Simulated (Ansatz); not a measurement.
Spectroscopic constants of KAl, closed-shell singlet (lowest of 2S+1 = 1, 3 at CCSD(T)/def2-TZVPP on PBE0 minima; our sources give no spin for the ground state, which may be another). No spin–orbit coupling. K is treated without relativity.

The constants come from a fifth-degree fit in 1/R (seven points, main isotopes). Runs in def2 and cc sets follow the lowest solution found near the PBE0 minimum. The singlet is held restricted. HF and MP2 rows in def2 and cc sets belong to the determinant that coupled cluster picked by its CCSD energy.

Correlated levels freeze the inner cores; with def2 sets outer-core shells near the valence are correlated too.

Run with Ansatz (Gaussian orbitals). Values without a source in brackets are computed.

Q: What bond length and harmonic frequency does r2SCAN/def2-TZVPP give, and what D_e (from each atom's lowest state at the same level)?

A: r_e = 3.700 Å, ω_e = 135 cm⁻¹, D_e = 0.41 eV.

Q: What bond length and harmonic frequency does MP2/def2-QZVPP give?

A: r_e = 3.579 Å, ω_e = 150 cm⁻¹.

Q: What bond length and harmonic frequency does CCSD(T)/def2-QZVPP give, and what D_e (from each atom's lowest state at the same level)?

A: r_e = 3.607 Å, ω_e = 140 cm⁻¹, D_e = 0.61 eV.

Doubts at one or more of the structures used: a restricted determinant that unrestricted orbitals would lower (MP2/def2-QZVPP, CCSD(T)/def2-QZVPP).

Ansatz is a first-principles code.
